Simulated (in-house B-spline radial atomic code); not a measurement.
Orbital energies and mean radii along the 41-electron series, configuration [Kr] 4d5. The effective charge is n√(-2ε), a non-relativistic measure. Computed with a B-spline radial code for spherical atoms: Dirac-Hartree-Fock, average of the configuration, finite nuclei.

```json
{"ion": "Tm28+", "Z": "69", "energy of 4d3/2 (Eh)": "-39.098", "mean radius of 4d3/2 (bohr)": "0.48092", "energy of 4d5/2 (Eh)": "-38.648", "mean radius of 4d5/2 (bohr)": "0.48731", "effective charge of 4d3/2": "35.371"}
{"ion": "Yb29+", "Z": "70", "energy of 4d3/2 (Eh)": "?", "mean radius of 4d3/2 (bohr)": "?", "energy of 4d5/2 (Eh)": "?", "mean radius of 4d5/2 (bohr)": "?", "effective charge of 4d3/2": "?"}
{"ion": "Lu30+", "Z": "71", "energy of 4d3/2 (Eh)": "?", "mean radius of 4d3/2 (bohr)": "?", "energy of 4d5/2 (Eh)": "?", "mean radius of 4d5/2 (bohr)": "?", "effective charge of 4d3/2": "?"}
{"ion": "Hf31+", "Z": "72", "energy of 4d3/2 (Eh)": "-46.381", "mean radius of 4d3/2 (bohr)": "0.44761", "energy of 4d5/2 (Eh)": "-45.807", "mean radius of 4d5/2 (bohr)": "0.45406", "effective charge of 4d3/2": "38.525"}
{"ion": "Ta32+", "Z": "73", "energy of 4d3/2 (Eh)": "-48.941", "mean radius of 4d3/2 (bohr)": "0.43751", "energy of 4d5/2 (Eh)": "-48.32", "mean radius of 4d5/2 (bohr)": "0.44398", "effective charge of 4d3/2": "39.574"}
{"ion": "W33+", "Z": "74", "energy of 4d3/2 (Eh)": "-51.567", "mean radius of 4d3/2 (bohr)": "0.42786", "energy of 4d5/2 (Eh)": "-50.897", "mean radius of 4d5/2 (bohr)": "0.43436", "effective charge of 4d3/2": "40.622"}
```

Question: Fill in the row of Yb29+.

Answer: energy of 4d3/2 (Eh): -41.459; mean radius of 4d3/2 (bohr): 0.46927; energy of 4d5/2 (Eh): -40.971; mean radius of 4d5/2 (bohr): 0.47568; effective charge of 4d3/2: 36.424.

Question: Fill in the row of Lu30+.

Answer: energy of 4d3/2 (Eh): -43.887; mean radius of 4d3/2 (bohr): 0.45818; energy of 4d5/2 (Eh): -43.357; mean radius of 4d5/2 (bohr): 0.46461; effective charge of 4d3/2: 37.475.

Question: How does the screening of 4d3/2 change?

Answer: Z less the effective charge goes from 33.63 at Z = 69 to 33.38 at Z = 74.
